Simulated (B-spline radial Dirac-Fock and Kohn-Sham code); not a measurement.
## Subshell cross sections of N, photon energy 145 eV

System: the free nitrogen atom, [He] 2s2 2p3.

Input of the calculation (task.json; shells as n, l, electrons):

```json
{"items": [{
  "Z": 7,
  "q": 0,
  "cfg": [[1, 0, 2], [2, 0, 2], [2, 1, 3]],
  "A": 14,
  "rrms": 2.5582,
  "do": ["binding", "quiet", "photo"],
  "hv": [45.3, 46.0, 46.4, 55.9, 57.7, 112.0, 141.0, 145.0, 189.0, 328.0, 364.0, 533.0, 661.0, 764.0, 1750.0, 2180.0, 2260.0, 8250.0, 11100.0, 14600.0, 27000.0, 62600.0, 98600.0, 126000.0]
}]}
```

Run with: `python xray_run.py task.json out`

The computed values come from a radial finite-basis atomic code: a relativistic central-field model (Hartree-Slater potential of the initial state, Latter tail, multipole expansion of the photon field, Dirac-Fock thresholds). The asymmetry parameter β is from the dipole term alone. Kinetic energies are from the vacuum level. Open shells are spread statistically over j, without multiplet splitting.

| subshell | electrons | binding (eV) | kinetic (eV) | σ (kb) | β |
| --- | --- | --- | --- | --- | --- |
| L1 (2s) | 2 | 24.43 | 120.6 | ? | ? |
| L2 (2p1/2) | 1 | 12.22 | 132.8 | 60.4 | 1.41 |
| L3 (2p3/2) | 2 | 12.20 | 132.8 | 120 | 1.41 |

Question: What are σ and β for L1 (2s)?

Answer: σ = 260 kb, the largest of all subshells and 59 % of the total, and β = 2.00.

At such low photon energies correlation between channels can change these cross sections by tens of per cent.

Run: 4.2 s of CPU time on 1 thread of Neoverse-N1 (shared host), peak memory 0.31 GiB.
